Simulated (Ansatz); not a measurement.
`B[SiH2]CS[SiH3]` + `C=C1C[SiH2]1` → `C=C1C[SiH]1[SiH3]` + `B[SiH2]CS`  (formal exchange of groups at the Si–S bond)

Isolated molecules relaxed with PBE0-D4/def2-TZVP in Ansatz; ΔE leaves out vibrations. CBS: MP2 limit from def2 TZ/QZ plus the TZ coupled-cluster correction, frozen cores. DFT in def2-TZVPP. Each species was taken in one conformer, which may not be the lowest.

`B[SiH2]CS[SiH3]`:

```xyz
14

B     0.738   -1.120    2.648
Si    0.706   -0.936    0.646
C     0.700    0.844    0.019
S     0.668    0.955   -1.805
Si   -1.419    0.802   -2.177
H     0.876   -2.203    3.137
H     0.601   -0.198    3.398
H     1.871   -1.641    0.042
H    -0.532   -1.620    0.170
H    -0.123    1.423    0.444
H     1.622    1.346    0.325
H    -1.980   -0.523   -1.807
H    -2.150    1.844   -1.405
H    -1.578    1.026   -3.635
```

`C=C1C[SiH2]1`:

```xyz
10

C     0.289    0.847    1.528
C     0.092    0.162    0.417
C    -0.381    0.453   -0.984
Si    0.072   -1.324   -0.629
H     0.096    1.916    1.583
H     0.651    0.367    2.432
H     0.276    1.058   -1.607
H    -1.430    0.723   -1.101
H    -1.002   -2.329   -0.473
H     1.337   -1.873   -1.167
```

`C=C1C[SiH]1[SiH3]`:

```xyz
13

C    -0.339   -1.950    1.345
C    -0.079   -0.708    0.983
C    -0.621    0.660    1.265
Si    0.812    0.582    0.046
Si    0.347    0.820   -2.216
H     0.238   -2.785    0.960
H    -1.139   -2.186    2.044
H    -0.429    1.067    2.256
H    -1.623    0.885    0.904
H     2.142    1.012    0.541
H     0.530    2.229   -2.658
H     1.230   -0.049   -3.038
H    -1.069    0.421   -2.431
```

`B[SiH2]CS`:

Z-matrix (Å, degrees):
```
Si
C 1 1.888
B 1 2.008 2 113.4
H 1 1.492 2 109.1 3 121.6
H 1 1.492 2 109.1 3 -121.5
S 2 1.806 1 110.5 3 179.8
H 2 1.093 1 108.5 3 58.5
H 2 1.093 1 108.4 3 -58.9
H 3 1.197 1 123.4 2 -0.1
H 3 1.196 1 119.4 2 180.0
H 6 1.344 2 98.2 1 179.9
```

| level | ΔE (kJ/mol) | difference from CCSD(T)/CBS |
| --- | --- | --- |
| r2SCANh-D4 | 40.4 | -3.3 |
| r2SCAN0-D4 | 41.4 | -2.3 |
| B2PLYP | 42.7 | -1.0 |
| revPBE | 29.1 | -14.6 |
| BHLYP | 43.7 | 0.0 |
| CAM-B3LYP | 41.6 | -2.1 |
| LC-ωPBE | 37.7 | -6.0 |
| MP2/def2-SVP | 44.3 | 0.6 |
| CCSD(T)/def2-TZVPP | 40.6 | -3.1 |
| CCSD/CBS(def2) | 44.0 | 0.3 |
| CCSD(T)/CBS | 43.7 | 0 |

Largest T1 diagnostic among the species: 0.013.

From BLYP to BHLYP (50 % exact exchange), in def2-TZVPP and without D4, ΔE moves by +8.0 kJ/mol. Leaving LDA and LC-ωPBE aside and taking each functional with its dispersion term where it has one, the values, not all of them listed here, spread over 13.5 kJ/mol, from PBE-D4 to ωB97M-V. At CCSD(T), def2-SVP lies −4.6 kJ/mol from the extrapolated value and def2-TZVPP −3.1 kJ/mol.
